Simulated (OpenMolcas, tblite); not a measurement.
# A ladder of methods for Ge2SiH8 (SMILES [GeH3][SiH2][GeH3])

The species is Ge2SiH8 (11 atoms), meant as a singlet with charge 0. SMILES: `[GeH3][SiH2][GeH3]`. The shape is that of a PBE0-D4/def2-TZVP optimisation.

```xyz
11

Ge   -1.3148    1.3291   -0.6481
Si   -0.4203   -0.8501   -0.3181
Ge    1.6312   -0.7359    0.8804
H    -2.6434    1.2778   -1.4213
H    -0.3212    2.1934   -1.4427
H    -1.5663    2.0081    0.7089
H    -0.1899   -1.4986   -1.6384
H    -1.3957   -1.6784    0.4430
H     1.4059   -0.0772    2.2519
H     2.6520    0.1106    0.1012
H     2.2278   -2.1357    1.1038
```

Quantity: the vertical ionisation energy (to the doublet cation), in eV. The values are calculated.

```json
{"level": "GFN2-xTB", "kind": "semi-empirical", "program": "tblite", "value (eV)": "12.71", "CPU time (all runs)": "under 2 s"}
{"level": "HF/cc-pVDZ", "kind": "Hartree–Fock", "program": "OpenMolcas", "value (eV)": "9.27", "CPU time (all runs)": "55 s"}
{"level": "SVWN5/cc-pVDZ", "kind": "LDA", "program": "OpenMolcas", "value (eV)": "9.63", "CPU time (all runs)": "2 min"}
{"level": "BLYP/cc-pVDZ", "kind": "GGA", "program": "OpenMolcas", "value (eV)": "9.35", "CPU time (all runs)": "2.9 min"}
{"level": "r2SCAN/cc-pVDZ", "kind": "meta-GGA", "program": "OpenMolcas", "value (eV)": "9.67", "CPU time (all runs)": "3.3 min"}
{"level": "M06-2X/cc-pVDZ", "kind": "hybrid meta-GGA", "program": "OpenMolcas", "value (eV)": "9.81", "CPU time (all runs)": "3.1 min"}
```

All-electron rows without a relativistic Hamiltonian named are non-relativistic. The values span 9.27 to 12.71 eV. The xTB values lack the empirical shift that such differences need. Times are those of the runs behind each value, whatever else they computed, on shared processors of several kinds: orders of magnitude only.
